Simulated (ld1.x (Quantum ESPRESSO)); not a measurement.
# platinum: from the effect back to the setting (ultrasoft)

Base potential:

* Element: platinum (Pt)
* Generator: ld1.x (Quantum ESPRESSO) 7.5
* Type: ultrasoft
* Functional: LDA (PZ)
* Relativity: fully relativistic
* Frozen core: [Xe] 4f14
* Valence charge: 10
* Reference configuration: 5d9 6s0 6p0 (charge +1)
* Partial waves: 6s (bound, empty): rcut 2.25, rcutus 2.75 bohr; 6s channel at -0.35 Ry: rcut 2.25, rcutus 2.75 bohr; 6p (bound, empty): rcut 2.55, rcutus 2.85 bohr; 6p channel at 1.35 Ry: rcut 2.55, rcutus 2.85 bohr; 5d (bound): rcut 1.25, rcutus 1.55 bohr; 5d channel at -0.65 Ry: rcut 1.25, rcutus 1.55 bohr
* Local potential: all-electron potential smoothed inside 2.25 bohr (lloc = -1)
* Core correction: a·sin(br)/r model core inside 1.15 bohr
* Augmentation charge: PSQ, radius 1.40 bohr

Open shells are filled in proportion to 2j + 1 (rel_dist='average').

Cutoffs, loose and tight: the cutoffs (Ry, on a coarse ladder) from which the occupation-weighted sum of valence levels, in a spherical-Bessel basis at the reference potential, stays within 10 and 1 mRy of its value at 400 Ry. They do not see the model core or the augmentation charge, which bear on the density cutoff. Test errors are all-electron minus pseudo excitation energies from the reference, over the configurations 5d9 6s1 6p0; 5d8 6s0 6p0; 5d7 6s0 6p0; 5d6 6s0 6p0; 5d9 6s0.5 6p0; 5d9.5 6s0.5 6p0; 5d8 6s2 6p0; variants that change the core or the reference have their own tests. The largest error is taken over the tests solved by every variant that gives reliable tests at all, those not shown here included: 5d6 6s0 6p0; 5d7 6s0 6p0; 5d8 6s0 6p0; 5d9 6s1 6p0.

Only the scale of all radii but the core radius (base = 1) is moved (1 further runs of the sweep failed or gave no value and are left out):

```json
{"scale of all radii but the core radius (base = 1)": "0.78", "cutoff, loose": "70 Ry", "cutoff, tight": "120 Ry", "bound ghosts": "s, p3/2, p1/2", "largest test error (meV)": "-664"}
{"scale of all radii but the core radius (base = 1)": "0.83", "cutoff, loose": "60 Ry", "cutoff, tight": "110 Ry", "bound ghosts": "p3/2, s", "largest test error (meV)": "-674"}
{"scale of all radii but the core radius (base = 1)": "1.01", "cutoff, loose": "45 Ry", "cutoff, tight": "80 Ry", "bound ghosts": "none", "largest test error (meV)": "-693"}
{"scale of all radii but the core radius (base = 1)": "1.09", "cutoff, loose": "40 Ry", "cutoff, tight": "70 Ry", "bound ghosts": "none", "largest test error (meV)": "-722"}
{"scale of all radii but the core radius (base = 1)": "1.16", "cutoff, loose": "35 Ry", "cutoff, tight": "55 Ry", "bound ghosts": "none", "largest test error (meV)": "-775"}
{"scale of all radii but the core radius (base = 1)": "1.22", "cutoff, loose": "30 Ry", "cutoff, tight": "50 Ry", "bound ghosts": "none", "largest test error (meV)": "-596"}
{"scale of all radii but the core radius (base = 1)": "1.3", "cutoff, loose": "30 Ry", "cutoff, tight": "45 Ry", "bound ghosts": "none", "largest test error (meV)": "-917"}
```

One more run gave cutoff, loose: 55 Ry; cutoff, tight: 100 Ry; bound ghosts: none; largest test error (meV): -688. Which value of the scale of all radii but the core radius (base = 1) was used?

0.9. The tight cutoff moves one way along this sweep, from 120 Ry at 0.78 to 45 Ry at 1.3, which places the run between 0.83 and 1.01.
